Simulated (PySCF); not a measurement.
**Lu(III) with different ligands**

Computed with PySCF 2.14.0, PBE0, def2-SVP on the ligands, density fitting, scalar-relativistic core potentials, no spin-orbit coupling, vacuum. The metal has def2-SVP with ECP28. Each complex is relaxed within the symmetry of a template of the same shape. Distances are means of the shortest metal–ligand contacts, charges and spins Mulliken's.

| complex | point group | M–first ligand (Å) | charge on M (e) | dipole (D) | HOMO–LUMO gap (eV) | strongest infrared band, degenerate modes summed (cm⁻¹) | unstable modes (below −25 cm⁻¹) |
| --- | --- | --- | --- | --- | --- | --- | --- |
| LuOCl | Cs | 1.780 | 0.91 | 7.32 | 4.00 | 884 | 0 |
| LuOF | Cs | 1.792 | 1.03 | 7.48 | 3.76 | 865 | 0 |
| LuSF | Cs | 2.270 | 0.84 | 7.66 | 2.96 | 627 | 0 |

Problem. A further member has point group Cs, M–first ligand (Å) 1.799, charge on M (e) 0.92, dipole (D) 6.01, HOMO–LUMO gap (eV) 3.84, unstable modes (below −25 cm⁻¹) 0. Which complex is it?

Solution. LuO(OH). This is one of several that fit.

One start shape was tried for each, so a minimum needn't be the lowest isomer.
